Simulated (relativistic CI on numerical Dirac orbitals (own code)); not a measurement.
# Pt XXVI: q coefficients and field-shift factors

Method of calculation: Dirac-Coulomb-Breit CI, separate exchange-only KLI orbitals for each configuration, derivatives by finite differences, unscaled Slater integrals, QED left out (own radial code, finite nucleus).

Configurations in the expansion (outside the closed core [Kr] 4d10): 4f7.

With x = (α/α₀)² − 1 an excitation energy changes as ω = ω₀ + qx; K = 2q/ω₀ is the relative enhancement. Terms are leading LS components, so labels can repeat. The field-shift factor is F = δν/δ⟨r²⟩ for the transition from the lowest level.

Lowest level 4f7 8S°_7/2.

```csv
Level,ω₀ (cm⁻¹),q (cm⁻¹),F (GHz/fm²)
4f7 4D°_7/2,65680.2,-34170,-0.729
4f7 6P°_5/2,76709.0,-11200,0.388
4f7 6I°_7/2,80032.8,-13660,0.323
4f7 6P°_3/2,83807.9,-1075,0.906
4f7 6I°_9/2,84662.7,-14120,0.365
4f7 6I°_17/2,86966.1,-6998,0.741
4f7 6I°_11/2,90484.0,-1527,0.986
4f7 6I°_13/2,92818.7,2181,1.18
4f7 6I°_15/2,93093.2,4743,1.31
4f7 6D°_9/2,97125.0,-3289,0.977
4f7 6D°_7/2,105500.3,-2838,1.09
4f7 6D°_1/2,111887.5,17900,2.05
4f7 6I°_7/2,112565.0,-1077,1.24
```

At this charge energies of transitions that change n are usually good to better than 1 %, and those within a shell (Δn = 0) to a few per cent. Terms inside the open d or f shell come out 10 to 20 % too wide with unscaled integrals.

Task: Which transition from the lowest level has the largest |K|?

Result: 4f7 4D°_7/2 at 65680.2 cm⁻¹, K = -1.04.
